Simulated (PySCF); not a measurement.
```xyz
4
charge -1 multiplicity 2, angstrom
Cu   -0.0878    0.0000    0.0000
F     1.7403    0.0000   -0.0001
F    -0.7285    1.7130    0.0000
F    -0.7284   -1.7130    0.0000
```

All numbers come from UPBE0 in PySCF with Cu def2-SVPD, F def2-SVPD; no relativity; density-fitted integrals.

This geometry of [CuF3]- is a stationary point at this level.

(1) What is the point group?

(2) Is it a minimum?

(3) List the harmonic modes with their infrared intensities.

(4) What are the dipole moment and the gap between the highest occupied and lowest empty levels of either spin?

(5) Give the atomic charges and bond orders.

## Answers

(1) C2v.

(2) Yes: all harmonic wavenumbers are real.

(3) 
```
symmetry  ω (cm⁻¹)  IR (km/mol)     type
      b2       120          8.5     bend
      a1       139         26.2     bend
      b1       189         50.5     bend
      a1       505         22.2  stretch
      a1       534         77.5  stretch
      b2       566          182  stretch
```

(4) 1.15 D about the centre of mass and 5.11 eV.

(5) 
```csv
atom,Mulliken,Löwdin,polar tensor,spin (Mulliken),Mayer order to Cu1
Cu1,1.19,1.17,1.30,0.76,–
F2,-0.71,-0.71,-0.73,0.12,0.50
"F3,4",-0.74,-0.73,-0.78,0.06,0.45
```

Other isomers or separated fragments may lie lower. Other spin states or occupations of the open shell can lie lower. The lowest empty level of this anion is unbound, so it and the gap depend on the basis.
